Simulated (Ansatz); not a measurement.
BiH2(OtBu) (C4H11BiO), relaxed as a singlet with RKS PBE-D4/def2-SVP in Ansatz, starting from the GFN2-xTB geometry. Force threshold 0.02 eV/Å.

In the def2 sets Bi takes a core potential; there is no spin–orbit coupling. Another isomer (singlet) lies 0.24 eV lower at PBE0-D4/def2-TZVP; other spin states weren't run for this one.

Start:

```xyz
17

Bi    2.0542   -1.8213    0.0391
C    -0.2019    0.2494   -0.0295
C    -0.6076   -0.1153    1.4076
C    -0.5120    1.7315   -0.2857
C    -0.9913   -0.6165   -1.0249
O     1.1823    0.1203   -0.2211
H     3.1139   -1.5655   -1.3571
H     3.3484   -1.1568    1.0516
H    -1.6538    0.1259    1.5788
H    -0.4620   -1.1788    1.5919
H     0.0045    0.4438    2.1115
H     0.0620    2.3439    0.4036
H    -1.5717    1.9308   -0.1527
H    -0.2176    1.9907   -1.2985
H    -0.8597   -1.6754   -0.8067
H    -0.6358   -0.4250   -2.0348
H    -2.0518   -0.3818   -0.9731
```

Problem. Estimate the energy that the relaxation releases and the steps that it takes.

Solution. 3.0 kcal/mol, in 6 steps; 14 s on 4 threads of Intel Xeon Platinum 8259CL on a shared host. No frequencies were taken in this run, so the end may be a saddle point.

Problem. Does the start keep its bonding and symmetry?

Solution. By distances, no bond broke or formed. The bond that changes most is Bi1–H8, from 1.77 to 1.83 Å (atoms count from 1).

Problem. Predict the relaxed structure.

Solution. 
```csv
atom,x (Å),y (Å),z (Å)
Bi1,2.094,-1.834,0.037
C2,-0.228,0.243,-0.028
C3,-0.627,-0.111,1.417
C4,-0.489,1.736,-0.293
C5,-1.024,-0.614,-1.030
O6,1.177,0.100,-0.227
H7,3.177,-1.565,-1.406
H8,3.408,-1.154,1.108
H9,-1.701,0.090,1.612
H10,-0.453,-1.189,1.624
H11,-0.024,0.480,2.134
H12,0.104,2.353,0.411
H13,-1.563,1.986,-0.170
H14,-0.176,1.996,-1.323
H15,-0.859,-1.698,-0.845
H16,-0.699,-0.386,-2.065
H17,-2.116,-0.432,-0.956
```
Bond lengths: 3 × C–C 1.54 Å; 1 × C–O 1.43 Å; 1 × Bi–O 2.16 Å; 9 × C–H 1.11 Å; 2 × Bi–H 1.82 to 1.83 Å.
